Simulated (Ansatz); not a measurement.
# SnSe (SMILES [Se][Sn]): methods side by side

SnSe: 2 atoms, total charge 0, spin state singlet. As SMILES, `[Se][Sn]`. The shape is that of a PBE0-D4/def2-TZVP optimisation.

```xyz
2

Se    0.0000    0.0000    0.0065
Sn    0.0000    0.0000    2.3318
```

Each level gives the energy change with the Se1–Sn2 bond stretched from 2.325 to 5.846 Å (eV). The values are calculated.

| level | kind | program | value (eV) | less FCI/STO-3G | CPU time (all runs) |
| --- | --- | --- | --- | --- | --- |
| HF/STO-3G (restricted) | Hartree–Fock | Ansatz | 8.10 | +2.51 | 2.5 s |
| SVWN5/STO-3G (restricted) | LDA | Ansatz | 8.70 | +3.11 | 10 s |
| BLYP/STO-3G (restricted) | GGA | Ansatz | 8.01 | +2.42 | 21 s |
| revPBE/STO-3G (restricted) | GGA | Ansatz | 8.15 | +2.56 | 22 s |
| PBE0/STO-3G (restricted) | global hybrid | Ansatz | 9.53 | +3.94 | 26 s |
| wB97X/STO-3G (restricted) | range-separated hybrid | Ansatz | 9.27 | +3.68 | 43 s |
| MP2/STO-3G (restricted) | perturbation theory | Ansatz | 9.21 | +3.62 | 13 s |
| CCSD(T)/STO-3G (restricted) | coupled cluster or CI | Ansatz | 8.59 | +3.00 | 7 s |
| FCI/STO-3G | exact in the basis | Ansatz | 5.59 | 0.00 | 24 s |

FCI/STO-3G is exact within its basis and frozen core, so for wave-function methods in that basis the difference is their error; functionals converge differently with the basis, so for them it is only a difference. Spin-restricted single references rise too steeply as a bond breaks. All-electron rows without a relativistic Hamiltonian named are non-relativistic. The first shape isn't each level's own minimum. The values span 5.59 to 9.53 eV. All rows use very small basis sets, so even the best lies far from the true value. In the correlated wave-function rows the outer d shell of Se, Sn is correlated, in sets not made for it. Times are those of the runs behind each value, whatever else they computed, on shared processors of several kinds: orders of magnitude only.
